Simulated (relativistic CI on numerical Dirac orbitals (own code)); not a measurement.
# Slater and spin-orbit integrals, Ba L

Computed by Dirac-Coulomb-Breit CI, separate exchange-only KLI orbitals for each configuration, QED by a radiative potential, unscaled Slater integrals (own radial code, finite nucleus).

Slater integrals F^k, G^k are unscaled and averaged over j, outside the closed core 1s2; ζ comes from projecting the Hamiltonian with its Breit term on Σ l·s of the shell.

- 2s²2p³: F^2(2p,2p) = 1.0364e+06, ζ(2p) = 2.1951e+06 cm⁻¹; <r>(2p) = 0.09149, <r^2>(2p) = 0.01016 (bohr units).
- 2s2p⁴: F^2(2p,2p) = 1.035e+06, G^1(2s,2p) = 1.103e+06, ζ(2p) = 2.1868e+06 cm⁻¹; <r>(2s) = 0.1053, <r^2>(2s) = 0.01307, <r>(2p) = 0.09161, <r^2>(2p) = 0.01018 (bohr units).
- 2p⁵: ζ(2p) = 2.1786e+06 cm⁻¹; <r>(2p) = 0.09178, <r^2>(2p) = 0.01022 (bohr units).

Averages of the first 10 configurations, taken without configuration mixing, which lowers the lowest level and can move excited configurations by several eV; other configurations of the list can lie among them:

```tsv
Configuration	Parity	States	Average energy above the lowest level (eV)
2s²2p³	odd	20	406.4
2s2p⁴	even	30	922.8
2p⁵	odd	6	1484.0
2p⁴3s	even	30	6508.0
2p⁴3p	odd	90	6654.3
2p⁴3d	even	150	6786.7
2s²2p²3s	even	30	5487.9
2s²2p²3p	odd	90	5641.7
2s²2p²3d	even	150	5774.4
2s2p³3s	odd	80	5975.3
```
